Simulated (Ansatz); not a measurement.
Reaction (formal exchange of groups at a C–O bond): `OC1C[SiH2]1` + BH₃ → `BC1C[SiH2]1` + H₂O

Computed with Ansatz on PBE0-D4/def2-TZVP structures; ΔE is electronic, products minus reactants. CCSD(T)/CBS adds triple-zeta CCSD(T) − MP2 to the extrapolated MP2 energy (def2 sets, frozen cores). This one scheme is used for every species. Functionals use def2-TZVPP. B3LYP here is the variant with VWN-RPA as its local correlation; programs differ in this. One conformer a species, not always the lowest.

```csv
level,ΔE (kJ/mol)
PBE-D4,-178.2
B3LYP-D4,-161.5
ωB97X-V,-157.1
PBE-QIDH,-176.8
PBE,-175.5
revPBE,-169.3
CCSD/def2-SVP,-147.8
SCS-MP2/def2-TZVPP,-166.5
```

Problem. What does CCSD(T)/CBS give? (Estimate.)

Solution. Ansatz gave: -174.9 kJ/mol. The listed levels differ from it by -3.3, 13.4, 17.8, -1.9, -0.6, 5.6, 27.1, 8.4 kJ/mol.

Largest T1 diagnostic among the species: 0.011.

The D4 term adds −4.5 kJ/mol with B3LYP and −2.3 kJ/mol with PBE0; it sums over pairs of atoms, weighted by their polarisabilities, and B3LYP, whose exchange is more repulsive, gets the larger term. Leaving LDA and LC-ωPBE aside and taking each functional with its dispersion term where it has one, the values, not all of them listed here, spread over 21.3 kJ/mol, from PBE-D4 to BHLYP-D4. LDA lies −13.8 kJ/mol from PBE without D4. At CCSD(T), def2-SVP lies +22.6 kJ/mol from the extrapolated value and def2-TZVPP +5.1 kJ/mol.
